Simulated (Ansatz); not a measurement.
A barrier at the coupled-cluster level

Start structure (SiH₃Br, singlet), relaxed at PBE0-D4/def2-TZVP:

Si1  (0.042, 0.158, 0.003)
Br2  (-0.526, -1.987, -0.038)
H3  (-0.323, 0.763, -1.298)
H4  (-0.695, 0.815, 1.106)
H5  (1.503, 0.250, 0.227)
(Å)

The step: SiH₃Br ([SiH3][Br]) → SiH₂ + HBr (still joined by a long Si–Br bond); bonds formed: Br2–H3; bonds broken: Si1–H3; bonds weakened to dative contacts: Si1–Br2. Ansatz 0.2.0; basis: def2-TZVPP and def2-QZVPP; cores frozen in the correlated methods. Filled d shells of the heavier atoms are correlated. The def2 sets are not built for correlating such inner shells, so the correlated values are less sure here. Extrapolation: Hartree–Fock as exp(−7.88 √X), correlation as X^−2.97. Energies below are by CCSD(T) at an estimated basis limit (MP2 extrapolated from triple and quadruple zeta, plus CCSD(T) − MP2 in triple zeta).

Question: What are the electronic barrier and the energy of the step, from the start structure to the end structure? (To be estimated.)

Answer: The calculation gives: Barrier 74.01 kcal/mol; step energy 69.94 kcal/mol (uphill); reverse barrier, their difference, 4.07 kcal/mol. Barrier and step energy count from the start structure, the reverse barrier from the end structure.

The saddle point: One imaginary mode of 520i cm⁻¹.
```
   pair  start (Å)  saddle (Å)  end (Å)
 Br2–H3       3.03        1.45     1.43
Si1–Br2       2.22        2.80     2.63
 Si1–H3       1.48        2.32     3.18
```

Zero-point energy (harmonic, PBE0-D4): ZPE is 16.10 kcal/mol at the start and 12.75 kcal/mol at the saddle, so the barrier goes from 74.01 to 70.66 kcal/mol.

First-order rate constant out of the start structure at 898 K by transition-state theory, with harmonic vibrational free energies alone and no tunnelling: ΔA‡ = 67.54 kcal/mol, so k = (kB T/h) exp(−ΔA‡/kB T) ≈ 10^-3 s⁻¹ (an order of magnitude at best: rotation, the number of equivalent paths and anharmonicity are left out).

The T1 diagnostic stays at or below 0.010. The restricted Hartree–Fock reference is unstable towards an unrestricted one at one or more of these structures.

Losses and insertions of silylenes and their heavier kin drive the gas-phase chemistry of silicon and germanium vapour deposition.

Labels in which every atom is bracketed show which atoms are joined, not bond orders.

For scale, one of the runs: CCSD(T)/def2-TZVPP, 132 basis functions, launched by `ansatz run in.yaml --threads 2 --pin off --events-out ev --progress --plain --max-ram 4352MiB`. The run took 4.5 s on 2 CPU threads of an Intel Xeon 6975P-C (shared host), with 0.69 GiB of host memory at its peak.
